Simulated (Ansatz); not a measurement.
Molecule: C₆H₁₃O (charge 0, doublet). It need not be the lowest isomer of its formula. 
Structure (B3LYP-D3(BJ)/def2-TZVP (Ansatz, a first-principles code) minimum search):
SMILES: C(C[CH]CCO)C
```xyz
20

C      3.2087    -0.5534     0.6862
C      1.8957    -0.7537    -0.0645
C      1.2205     0.5786    -0.4439
C     -0.0492     0.4198    -1.2030
C     -1.3755     0.7429    -0.6126
C     -1.8683    -0.3206     0.3861
O     -3.0939     0.0382     1.0122
H      3.9235     0.0116     0.0831
H      3.0499     0.0004     1.6146
H      3.6701    -1.5086     0.9431
H      2.0726    -1.3327    -0.9755
H      1.2055    -1.3447     0.5438
H      1.9426     1.1587    -1.0353
H      1.0384     1.1572     0.4678
H     -0.0086    -0.0779    -2.1656
H     -1.3357     1.6960    -0.0729
H     -2.1287     0.8482    -1.4007
H     -1.1475    -0.4307     1.1967
H     -1.9514    -1.2908    -0.1182
H     -3.7710     0.1257     0.3325
```
Charge 0, spin multiplicity 2.

Basis-set convergence of Hartree-Fock and MP2 correlation energies (hartree) with Ansatz. Cores are frozen in the correlated levels unless marked. Open shells are spin-unrestricted. Spin-orbit coupling is left out. Non-relativistic.

```csv
basis,functions,E(HF),"E(corr, MP2)"
cc-pVDZ,163,-309.61250,-1.01995
cc-pVTZ,392,[?],[?]
```

**Question.** Some entries are withheld; supply them.

**Answer.** 
- cc-pVTZ, E(HF): -309.70259
- cc-pVTZ, E(corr, MP2): -1.26055
